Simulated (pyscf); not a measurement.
## `[CH3][CH2][O][SiH2]`, doublet

Gas-phase minimum from PySCF at ωB97X-D3(BJ)/def2-SVP, one conformer. H₃C–CH₂–O–SiH₂• lies 30.5 kcal/mol over its isomer H₃C–Si•(CH₃)–OH (electronic energy, ωB97M-D3(BJ)/def2-TZVP). 

```
C
H 1 1.1028
H 1 1.1072 2 106.92
O 1 1.4177 2 107.47 3 119.03
C 1 1.5200 2 110.45 3 -120.01
H 5 1.1008 1 110.21 2 -61.84
H 5 1.1016 6 108.20 1 121.21
H 5 1.1017 6 108.58 7 117.36
Si 4 1.6678 1 124.08 2 -142.54
H 9 1.4936 4 106.41 1 -164.02
H 9 1.5049 10 110.45 4 -119.82
```
Charge 0, spin multiplicity 2.

Properties at ωB97X-D3(BJ)/def2-SVP:

- Harmonic wavenumbers, unscaled: 49, 123, 198, 286, 416, 720, 756, 798, 820, 921, 965, 1116, 1171, 1206, 1324, 1388, 1433, 1466, 1483, 1513, 2163, 2234, 3039, 3068, 3115, 3165, 3173 cm⁻¹
- Zero-point energy: 54.5 kcal/mol
- Rotational symmetry number: 1
- Entropy of this conformer at 298 K and 1 atm, rigid rotor and harmonic oscillator, modes under 100 cm⁻¹ raised to 100: 326.1 J/(mol K)
- Dipole moment: 1.28 D
- Spin expectation value S2: 0.752

Single-point totals, which compare only within one level:

```json
[
 {"level": "ωB97X-D3(BJ)/def2-TZVP", "total energy (hartree)": "-445.26835"},
 {"level": "PBE/def2-TZVP", "total energy (hartree)": "-444.83820"},
 {"level": "r²SCAN/def2-TZVP", "total energy (hartree)": "-445.07158"},
 {"level": "B3LYP-D3(BJ)/def2-TZVP", "total energy (hartree)": "-445.22843"},
 {"level": "PBE0-D3(BJ)/def2-TZVP", "total energy (hartree)": "-444.88832"},
 {"level": "M06-2X/def2-TZVP", "total energy (hartree)": "-445.09183"},
 {"level": "ωB97M-D3(BJ)/def2-TZVP", "total energy (hartree)": "-445.25898"}
]
```

The lowest mode is so soft that the shape along it may change with the basis. Soft torsions are taken as harmonic, which can shift the entropy by several J/(mol K).
